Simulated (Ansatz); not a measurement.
Acid–base and redox partners of c1cc[nH]c1. All species are isolated molecules in the gas phase. Strings in code marks are SMILES.

Quantity: electronic energy of isomers of C4H4N, doublet states, relative to `C1=C[N]C=C1`, in kcal/mol. HF references are unrestricted for open shells and restricted for singlets.

Case: `[c]1cc[nH]c1`. Geometry of `[c]1cc[nH]c1` (neutral, multiplicity 2, Å):

```xyz
9

C      0.5918    -1.2720     0.0256
C      1.2967    -0.0589     0.0761
C      0.3282     0.9139     0.0260
N     -0.8931     0.3115    -0.0504
C     -0.7457    -1.0553    -0.0517
H      2.3588     0.0993     0.1399
H      0.4215     1.9865     0.0393
H     -1.7707     0.7963    -0.0987
H     -1.5875    -1.7214    -0.1062
```

**Question.** What is the computed electronic energy of isomers of C4H4N, doublet states, relative to `C1=C[N]C=C1` (frozen-core MP2/cc-pVTZ // CAM-B3LYP-D3(BJ)/def2-TZVP (Ansatz, a program for electronic structure))?

**Answer.** 23.2 kcal/mol.
